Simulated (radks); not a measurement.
Numerical settings for neutral mercury, [Hg]. Calculated with a radial shooting solver on a logarithmic mesh with Libxc functionals: scalar-relativistic Kohn-Sham, BLYP, spin-unpolarised, spherical densities, finite nucleus; Fermi nuclear charge, rms radius 5.4648 fm. The defaults (mesh step 0.008 in ln r, mesh end at 40 bohr or more with all orbitals vanishing there, Anderson mixing 0.5 over 9 steps, residual threshold near 1e-9 with the energy settled to 1e-9 hartree or 1e-11 of itself, here a cap of 91 iterations) give E = -19619.001 hartree and 6s at -6.784 eV in 15 iterations. Run on one thread of a shared host, so times are rough (Intel(R) Xeon(R) 6975P-C): 0.12 s of CPU time, 0.12 s wall, 15 iterations on 2440 mesh points. Changes against that run (0 stands for a change within the tolerance of the run):

setting                     iterations  converged  E (mhartree)  e(6s) (meV)  CPU (s)
mesh step in ln r 0.12               4         no      diverged            -     0.01
mesh step in ln r 0.03              15        yes      +0.00725            0     0.04
mesh step in ln r 0.005             16        yes             0            0     0.19
mesh end (bohr) 20                  15        yes             0            0     0.12
mesh end (bohr) 12                  15        yes      +0.00487        +0.55     0.11
residual threshold 1e-13            41        yes             0            0      0.2
residual threshold 0.01             10        yes             0       -0.226     0.09
mixing 0.01                         63        yes             0            0     0.35
linear mixing, mixing 0.05          91         no         -2.78        -43.3     0.65
linear mixing, mixing 0.5           30        yes             0            0     0.19
mixing history 2                    26        yes             0            0     0.18
iteration cap 2                      2         no          +794    -8.24e+03     0.03

No run marked as converged misses the energy by more than 1 mhartree. A mesh that ends early acts as a hard wall.
